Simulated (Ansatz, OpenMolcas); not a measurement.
## C2H8OSi (SMILES CC[SiH2]O): the energy, rung by rung

C2H8OSi: 12 atoms, total charge 0, spin state singlet. As SMILES, `CC[SiH2]O`. Geometry: relaxed at PBE0-D4/def2-TZVP. This is one conformer, not always the lowest.

| atom | x (Å) | y (Å) | z (Å) |
| --- | --- | --- | --- |
| C | -1.4620 | -0.3151 | -0.1304 |
| C | -0.1931 | -0.5952 | 0.6706 |
| Si | 1.3481 | 0.1382 | -0.0886 |
| O | 1.2580 | 1.7827 | -0.2296 |
| H | -1.3847 | -0.7013 | -1.1508 |
| H | -1.6591 | 0.7583 | -0.1987 |
| H | -2.3414 | -0.7753 | 0.3268 |
| H | -0.2921 | -0.2109 | 1.6917 |
| H | -0.0311 | -1.6758 | 0.7672 |
| H | 1.5558 | -0.4735 | -1.4355 |
| H | 2.5306 | -0.1249 | 0.7691 |
| H | 0.7481 | 2.1376 | -0.9579 |

Each level gives the energy change with the C1–C2 bond stretched from 1.526 to 2.748 Å (eV). The values are calculated.

```tsv
level	kind	program	value (eV)	CPU time (all runs)
BLYP/cc-pVDZ (restricted)	GGA	OpenMolcas	3.64	1.9 min
BHLYP/cc-pVDZ (restricted)	global hybrid	Ansatz	4.58	9.2 s
M06-2X/cc-pVDZ (restricted)	hybrid meta-GGA	OpenMolcas	4.52	3.1 min
r2SCAN0/cc-pVDZ (restricted)	hybrid meta-GGA	Ansatz	4.51	12 s
wB97M-V/cc-pVDZ (restricted)	range-separated hybrid	Ansatz	4.53	59 s
RPA@PBE/cc-pVDZ (restricted)	RPA	Ansatz	3.86	12 s
RPA@PBE0/cc-pVDZ (restricted)	RPA	Ansatz	4.13	13 s
CCSD/cc-pVDZ (restricted)	coupled cluster or CI	Ansatz	4.11	27 s
```

The first shape isn't each level's own minimum. The values span 3.64 to 4.58 eV. Times are those of the runs behind each value, whatever else they computed, on shared processors of several kinds: orders of magnitude only.
